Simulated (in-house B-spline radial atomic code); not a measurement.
# TDHF excitations of Be

Method: TDHF. Computed with an all-electron radial atomic-structure program (B-spline basis): linear response of the closed shell [He] 2s2 with bare exchange (time-dependent Hartree-Fock); non-relativistic, point nucleus, no spin-orbit coupling, no double excitations, S, P, D and F terms only.

The program warns: unstable towards triplet excitations of multipole 1.

Command:
```bash
python run_td.py task.json out
```
Settings (radii: box in bohr, nucleus in fm):
```
Z                        4
electrons                4
configuration            [He] 2s2
hamiltonian              nr
method                   hf
box_radius               75
intervals                51
```

Run time, properties included: 0.1 s on 1 thread of Arm Neoverse N1, with other jobs on the host.

The lowest states, in the order of their Tamm-Dancoff energies; the method's threshold (minus the highest occupied level) is 8.416 eV. Labels give the largest channel, * marks a mixed state, and oscillator strengths are full-response dipole values. Measured ¹D terms are left out, since they can mix with doubly excited terms. Energies in eV:

```
     state  full response  Tamm-Dancoff  oscillator strength  measured (J-weighted term)
2s → 2p 3P      imaginary         1.699                    -                       2.725
2s → 2p 1P          4.798         5.048                 1.38                       5.277
2s → 3s 3S          5.485         5.527                    -                       6.457
2s → 3s 1S          6.118         6.131                    -                       6.779
2s → 3p 3P          6.418         6.435                    -                           -
2s → 3p 1P          6.723         6.769               0.0227                       7.462
2s → 3d 3D          6.837         6.839                    -                       7.694
2s → 3d 1D          6.920         6.921                    -                           -
2s → 4s 3S          7.093         7.101                    -                           -
2s → 4s 1S          7.261         7.265                    -                           -
2s → 4p 3P          7.383         7.388                    -                           -
2s → 4p 1P          7.482         7.496              0.00103                           -
2s → 4d 3D          7.532         7.533                    -                           -
2s → 4f 3F              ?             ?                    -                           -
2s → 4f 1F          7.566         7.566                    -                           -
2s → 4d 1D              ?             ?                    -                           -
```

Q: Where does 2s → 4f 3F lie?

A: At 7.564 eV in full response, 7.564 eV in Tamm-Dancoff.

Q: Where does 2s → 4d 1D lie?

A: At 7.572 eV in full response, 7.573 eV in Tamm-Dancoff.

Q: How large is the singlet-triplet splitting of 2s → 2p (P terms) in Tamm-Dancoff?

A: 3.35 eV, from the unrounded values.
